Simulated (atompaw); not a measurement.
**Ga (Z = 31): one change to a PAW (atompaw) potential, before and after**

| Item | Value |
| --- | --- |
| Element | gallium (Ga) |
| Generator | atompaw 4.2.0.5 |
| Type | PAW |
| Functional | LDA (PW92) |
| Relativity | scalar-relativistic |
| Frozen core | [Ar] |
| Valence charge | 13 |
| Reference configuration | 3d10 4s2 4p1 |
| Partial waves | 4s (bound): rc 1.95 bohr; 4s channel at 4.2 Ry: rc 2.25 bohr; 4p (bound): rc 2.25 bohr; 4p channel at 3.75 Ry: rc 2.25 bohr; 3d (bound): rc 0.90 bohr; 3d channel at -0.75 Ry: rc 0.90 bohr |
| Local potential | bessel scheme, radius 1.95 bohr |
| Core correction | smooth core density matched at 1.25 bohr |
| Augmentation charge | besselshape compensation charge, radius 1.85 bohr; PAW radius 2.25 bohr; waves and projectors: modrrkj vanderbiltortho |

All-electron outer shells of the reference configuration (LDA (PW92), scalar-relativistic, ld1.x):

```csv
shell,level (eV),outermost node (bohr),outermost maximum (bohr)
3s,-147.44,0.27,0.56
3p,-98.66,0.24,0.56
3d,-19.41,–,0.53
4s,-9.17,0.81,1.87
4p,-2.73,0.87,2.53
```

Change: all radii scaled by about 1.27 (s 2.48, p 2.86, d 1.14 bohr); local potential bessel scheme, radius 2.48 bohr; augmentation besselshape compensation charge, radius 2.36 bohr; PAW radius 2.86 bohr; waves and projectors: modrrkj vanderbiltortho; core correction smooth core density matched at 1.60 bohr.

Cutoffs: the cutoffs (Ry, on a coarse ladder) from which the occupation-weighted sum of valence levels, in a spherical-Bessel basis at the reference potential, stays within 10 and 1 mRy of its value at 400 Ry; they do not see the model core or the augmentation charge, which bear on the density cutoff.

What does the change do?

The potential gets softer (140 Ry and 300 Ry → 90 Ry and 180 Ry); neither file shows a bound ghost. A larger radius leaves more room for a smooth pseudo-wave, so fewer plane waves are needed.

```csv
quantity,base,changed
"cutoff, loose",140 Ry,90 Ry
"cutoff, tight",300 Ry,180 Ry
loose cutoff by channel (10 mRy a level),"s 6 Ry, p 6 Ry, d 110 Ry","s 6 Ry, p 6 Ry, d 70 Ry"
bound ghosts,none,none
lowest overlap eigenvalue by channel,"s 0.15, p 0.50, d 0.01","s 0.59, p 0.68, d 0.03"
```

 The cutoffs see the waves, projectors and local potential, not the compensation charge or the core.
